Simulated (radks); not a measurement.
The mean radii <r> (bohr) of the occupied orbitals of an atom or ion are listed with their occupations. All-electron calculation, Dirac Kohn-Sham, BLYP, spin-unpolarised, spherical densities, finite nucleus; Fermi nuclear charge, rms radius of each element as measured or else 0.836 A^(1/3) + 0.57 fm. Program: a radial shooting solver on a logarithmic mesh with Libxc functionals.

orbital  occ.      <r>
1s1/2       2  0.01632
2s1/2       2  0.06807
2p1/2       2  0.05588
2p3/2       4  0.06468
3s1/2       2   0.1770
3p1/2       2   0.1673
3p3/2       4   0.1834
3d3/2       4   0.1594
3d5/2       6   0.1643
4s1/2       2   0.3911
4p1/2       2   0.3925
4p3/2       4   0.4266
4d3/2       4   0.4317
4d5/2       6   0.4426
5s1/2       2   0.8403
4f5/2       6   0.4568
4f7/2       8   0.4627
5p1/2       1   0.8827
5p3/2       4   0.9496
5d3/2       2    1.068

Name the element and its charge.

Answer. Z = 81, thallium, charge +12: Tl12+ in [Kr] 4d10 4f14 5s2 5p(1/2: 1, 3/2: 4) 5d(3/2: 2, 5/2: 0). The 1s radius gives Z: for a bare nucleus <r> = (2 gamma + 1)/(2Z) with gamma = sqrt(1 - (Z/c)^2), 0.01613 bohr for Z = 81, and screening makes it slightly larger (0.01632 here). The occupations add up to 69, and the charge is Z minus that.
